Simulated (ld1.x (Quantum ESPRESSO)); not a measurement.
# Which change was made? (C, ultrasoft)

```json
{
 "Element": "C (Z = 6)",
 "Generator": "ld1.x (Quantum ESPRESSO) 7.5",
 "Type": "ultrasoft",
 "Functional": "PBEsol",
 "Relativity": "scalar-relativistic",
 "Frozen core": "[He]",
 "Valence charge": "4",
 "Reference configuration": "2s2 2p2",
 "Partial waves": "2s (bound): rcut 1.10, rcutus 1.35 bohr; 2s channel at -0.5 Ry: rcut 1.10, rcutus 1.35 bohr; 2p (bound): rcut 1.90, rcutus 2.15 bohr; 2p channel at 0.3 Ry: rcut 1.90, rcutus 2.15 bohr",
 "Local potential": "all-electron potential smoothed inside 1.25 bohr (lloc = -1)",
 "Core correction": "none",
 "Augmentation charge": "PSQ, inside the norm-conserving radii"
}
```

Cutoffs, loose and tight: the cutoffs (Ry, on a coarse ladder) from which the occupation-weighted sum of valence levels, in a spherical-Bessel basis at the reference potential, stays within 10 and 1 mRy of its value at 400 Ry. They do not see the model core or the augmentation charge, which bear on the density cutoff. Test errors are all-electron minus pseudo excitation energies from the reference, over the configurations 2s2 2p1; 2s2 2p0; 2s1 2p0; 2s0 2p4; 2s1 2p3; 2s2 2p1.5; 2s2 2p2.3; variants that change the core or the reference have their own tests.

The base gives: outcome: generated; cutoff, loose: 15 Ry; cutoff, tight: 18 Ry; bound ghosts: none; largest test error (meV): +143.

Problem. After one change the result is: outcome: generated; cutoff, loose: 12 Ry; cutoff, tight: 18 Ry; bound ghosts: none; largest test error (meV): -1236. Which change was it?
A. all radii scaled by about 1.05 (s 1.42, p 2.26 bohr, rcut 1.16/2.00); local potential all-electron potential smoothed inside 1.32 bohr (lloc = -1)
B. all radii scaled by about 0.74 (s 1.00, p 1.60 bohr, rcut 0.82/1.40); local potential all-electron potential smoothed inside 0.92 bohr (lloc = -1)
C. all radii scaled by about 0.96 (s 1.30, p 2.06 bohr, rcut 1.06/1.82); local potential all-electron potential smoothed inside 1.20 bohr (lloc = -1)
D. all radii scaled by about 1.20 (s 1.62, p 2.58 bohr, rcut 1.32/2.28); local potential all-electron potential smoothed inside 1.50 bohr (lloc = -1)

Solution. A. The others give: all radii scaled by about 0.96 (s 1.30, p 2.06 bohr, rcut 1.06/1.82); local potential all-electron potential smoothed inside 1.20 bohr (lloc = -1) → outcome: generated; cutoff, loose: 15 Ry; cutoff, tight: 18 Ry; bound ghosts: none; largest test error (meV): -1210 | all radii scaled by about 0.74 (s 1.00, p 1.60 bohr, rcut 0.82/1.40); local potential all-electron potential smoothed inside 0.92 bohr (lloc = -1) → outcome: generated; cutoff, loose: 30 Ry; cutoff, tight: 40 Ry; bound ghosts: none; largest test error (meV): +146 | all radii scaled by about 1.20 (s 1.62, p 2.58 bohr, rcut 1.32/2.28); local potential all-electron potential smoothed inside 1.50 bohr (lloc = -1) → outcome: generated; cutoff, loose: 10 Ry; cutoff, tight: 18 Ry; bound ghosts: none; largest test error (meV): +905.
